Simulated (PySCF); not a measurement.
# Excitation energy of Eu by level of theory

Eu [Xe] 4f7 6s2 (8S) → Eu [Xe] 4f6 5d1 6s2 (high-spin determinant), as a difference of total energies. Calculation: PySCF 2.14, in cc-pVDZ-X2C (8s7p5d3f1g, 84 functions); scalar relativity by spin-free X2C-1e. Correlated levels: valence: [Kr] 4d10 frozen; valence and next inner shell: [Ar] 3d10 frozen. The calculations carry no spin-orbit coupling.

```csv
method,excitation energy (eV)
UHF,2.267
LDA,4.371
PBE,4.066
PBE0,3.665
MP2 (valence),3.805
SCS-MP2 (valence),3.029
MP2 (valence and next inner shell),3.942
SCS-MP2 (valence and next inner shell),3.141
```

Problem. How much does correlation contribute at MP2 (valence and next inner shell)?

Solution. 3.942 − (2.267) = 1.675 eV, measured against UHF.

A first-order spin-orbit estimate (lowest level to lowest level, LS coupling) adds -0.485 eV.

The determinant of the upper state mixes LS terms, which raises its energy above the lowest term, most at the Hartree-Fock and MP2 levels.
